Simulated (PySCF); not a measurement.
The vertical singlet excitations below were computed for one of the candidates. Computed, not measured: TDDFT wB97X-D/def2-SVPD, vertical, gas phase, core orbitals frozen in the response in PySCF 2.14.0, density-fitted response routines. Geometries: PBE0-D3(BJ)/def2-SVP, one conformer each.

```tsv
state	E (eV)	f	main configurations (H = HOMO, L = LUMO)
S1	5.58	0.405	H→L (96%)
S2	6.56	0.010	H→L+1 (65%), H→L+2 (27%)
S3	6.74	0.191	H-1→L (95%)
S4	7.13	0.028	H→L+3 (68%), H→L+5 (9%)
S5	7.40	0.013	H→L+2 (48%), H→L+1 (15%), H→L+3 (14%)
S6	7.61	0.0016	H-2→L (60%), H-4→L (30%)
S7	7.71	0.048	H→L+7 (59%), H→L+4 (26%)
S8	7.85	0.0006	H-4→L (52%), H-2→L (18%), H-5→L (17%)
S9	7.96	0.036	H→L+8 (22%), H-1→L+3 (20%), H→L+5 (19%)
S10	8.09	0.022	H→L+4 (42%), H→L+6 (20%), H→L+7 (20%)
```

Triplets computed (Tamm–Dancoff): 3.34, 4.77, 6.54, 7.00 eV.

Problem. Which structure fits?
A. `C[C@@H]1CCCCC1=O`
B. `C=CC(=C)OC(C)C`
C. `C=C(CCC(=O)C)C`

Solution. B. Its S1, at 5.58 eV, is the highest among the candidates; the nearest of the others has S1 at 4.54 eV. S1 is HOMO→LUMO (96%). Löwdin shares by element: HOMO carbon 67% or more, oxygen 12% (atoms not listed hold the other 22%); LUMO carbon 79% or more (atoms not listed hold the other 21%). At the same level the other candidates give, for their lowest levels:
- `C=C(C)CCC(C)=O`: 4.54 eV (f 0.000); 7.06 eV (f 0.063); 7.09 eV (f 0.089); 7.22 eV (f 0.348); 7.30 eV (f 0.020); HOMO -8.92, LUMO 1.37 eV
- `C[C@@H]1CCCCC1=O`: 4.37 eV (f 0.000); 7.30 eV (f 0.011); 7.76 eV (f 0.032); 7.86 eV (f 0.011); 7.88 eV (f 0.004); HOMO -8.91, LUMO 1.32 eV

Conformer computed: `[CH2:1]=[CH:2][C:3](=[CH2:4])[O:5][CH:6]([CH3:7])[CH3:8]`: C1–C2–C3–C4 180°, C2–C3–O5–C6 179°, C3–O5–C6–C7 157°.
